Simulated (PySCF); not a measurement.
C2H8Se2Si, singlet, at a GFN2-xTB geometry; DF-HF/def2-SVP in PySCF.

Here is a job for PySCF.
```python
from pyscf import gto, scf

mol = gto.Mole()
mol.atom = '''
    C     1.48961398    0.26668660    1.86032957
    Si    0.26094852   -0.40530442    0.56405889
    C    -0.21491503   -2.22456345    0.86450768
    Se    1.20903382   -0.15477657   -1.55032984
    Se   -1.69933273    0.83377661    0.61530406
    H     1.76635416    1.29348071    1.63709686
    H     2.39753092   -0.32819313    1.88406733
    H     1.04517115    0.24791344    2.85039110
    H     0.66584695   -2.84984587    0.97152152
    H    -0.80545834   -2.61127030    0.03855083
    H    -0.80778714   -2.31321412    1.76979163
    H     2.41027062   -0.84452952   -1.18573041
    H    -1.30323866    1.74118056   -0.42065981
'''
mol.basis = 'def2-svp'
mol.verbose = 4
mol.max_memory = 1800
mol.build()

mf = scf.RHF(mol)
mf = mf.density_fit(auxbasis='def2-universal-jkfit')
mf.kernel()
```

The log (banner, timings and long lists left out):

```
PySCF version 2.14.0

[INPUT] verbose = 4
[INPUT] num. atoms = 13
[INPUT] num. electrons = 102
[INPUT] charge = 0
[INPUT] spin (= nelec alpha-beta = 2S) = 0
[INPUT] symmetry False subgroup None
[INPUT] Mole.unit = angstrom
[INPUT] Symbol           X                Y                Z      unit          X                Y                Z       unit  Magmom
[INPUT]  1 C      1.489613980000   0.266686600000   1.860329570000 AA    2.814962453523   0.503964635091   3.515513388730 Bohr   0.0
[INPUT]  2 Si     0.260948520000  -0.405304420000   0.564058890000 AA    0.493121235411  -0.765914350876   1.065916820226 Bohr   0.0
[INPUT]  3 C     -0.214915030000  -2.224563450000   0.864507680000 AA   -0.406130546753  -4.203815667218   1.633682747783 Bohr   0.0
[INPUT]  4 Se     1.209033820000  -0.154776570000  -1.550329840000 AA    2.284742795137  -0.292485327800  -2.929698800341 Bohr   0.0
[INPUT]  5 Se    -1.699332730000   0.833776610000   0.615304060000 AA   -3.211273454209   1.575609441968   1.162756156733 Bohr   0.0
[INPUT]  6 H      1.766354160000   1.293480710000   1.637096860000 AA    3.337925601386   2.444324289308   3.093664704785 Bohr   0.0
[INPUT]  7 H      2.397530920000  -0.328193130000   1.884067330000 AA    4.530676813977  -0.620195131664   3.560371253941 Bohr   0.0
[INPUT]  8 H      1.045171150000   0.247913440000   2.850391100000 AA    1.975087226797   0.468488504199   5.386458526898 Bohr   0.0
[INPUT]  9 H      0.665846950000  -2.849845870000   0.971521520000 AA    1.258268376377  -5.385428191523   1.835909596921 Bohr   0.0
[INPUT] 10 H     -0.805458340000  -2.611270300000   0.038550830000 AA   -1.522095667347  -4.934585704211   0.072850510575 Bohr   0.0
[INPUT] 11 H     -0.807787140000  -2.313214120000   1.769791630000 AA   -1.526496461546  -4.371341154277   3.344421478248 Bohr   0.0
[INPUT] 12 H      2.410270620000  -0.844529520000  -1.185730410000 AA    4.554751357886  -1.595929496910  -2.240705732468 Bohr   0.0
[INPUT] 13 H     -1.303238660000   1.741180560000  -0.420659810000 AA   -2.462764142345   3.290354391817  -0.794931832512 Bohr   0.0

nuclear repulsion = 701.539965989356
number of shells = 68
number of NR pGTOs = 288
number of NR cGTOs = 150
basis = def2-svp
ecp = {}

******** <class 'pyscf.df.df_jk.DFRHF'> ********
method = DFRHF
initial guess = minao
damping factor = 0
level_shift factor = 0
DIIS = <class 'pyscf.scf.diis.CDIIS'>
diis_start_cycle = 1
diis_space = 8
diis_damp = 0
SCF conv_tol = 1e-09
SCF conv_tol_grad = None
SCF max_cycles = 50
direct_scf = False
Set gradient conv threshold to 3.16228e-05
Initial guess from minao.
******** <class 'pyscf.df.df.DF'> ********
auxbasis = def2-universal-jkfit
init E= -5166.83000265992
  HOMO = -0.278502566050087  LUMO = 0.0499016543477016  gap/eV = 8.93633
cycle= 1 E= -5168.28531123822  delta_E= -1.46  |g|= 0.392  |ddm|= 3.41
  HOMO = -0.340763101080035  LUMO = 0.104015872065329  gap/eV = 12.10305
cycle= 2 E= -5168.34379098622  delta_E= -0.0585  |g|= 0.154  |ddm|= 0.738
  HOMO = -0.345282902528761  LUMO = 0.122861961853316  gap/eV = 12.73887
cycle= 3 E= -5168.35152012155  delta_E= -0.00773  |g|= 0.0557  |ddm|= 0.268
  HOMO = -0.348514086843251  LUMO = 0.122290495833717  gap/eV = 12.81125
cycle= 4 E= -5168.35269860071  delta_E= -0.00118  |g|= 0.0102  |ddm|= 0.0869
  HOMO = -0.348533508212439  LUMO = 0.122905839605894  gap/eV = 12.82852
cycle= 5 E= -5168.35275290085  delta_E= -5.43e-05  |g|= 0.00257  |ddm|= 0.0198
  HOMO = -0.348590497250883  LUMO = 0.12289936015311  gap/eV = 12.82989
cycle= 6 E= -5168.35275794871  delta_E= -5.05e-06  |g|= 0.000698  |ddm|= 0.00771
  HOMO = -0.348756533409076  LUMO = 0.122859068352865  gap/eV = 12.83331
cycle= 7 E= -5168.35275831233  delta_E= -3.64e-07  |g|= 0.000213  |ddm|= 0.00215
  HOMO = -0.348749846683877  LUMO = 0.122887340840083  gap/eV = 12.83390
cycle= 8 E= -5168.35275834095  delta_E= -2.86e-08  |g|= 5.52e-05  |ddm|= 0.000614
  HOMO = -0.348754131176616  LUMO = 0.122882835503113  gap/eV = 12.83390
cycle= 9 E= -5168.35275834298  delta_E= -2.03e-09  |g|= 1.48e-05  |ddm|= 0.000153
  HOMO = -0.3487552564722  LUMO = 0.122883085271694  gap/eV = 12.83393
cycle= 10 E= -5168.35275834319  delta_E= -2.11e-10  |g|= 3.65e-06  |ddm|= 5.38e-05
  HOMO = -0.34875534492203  LUMO = 0.122882960820455  gap/eV = 12.83393
Extra cycle  E= -5168.35275834319  delta_E= 2.73e-12  |g|= 1.59e-06  |ddm|= 1.03e-05
converged SCF energy = -5168.35275834319
```
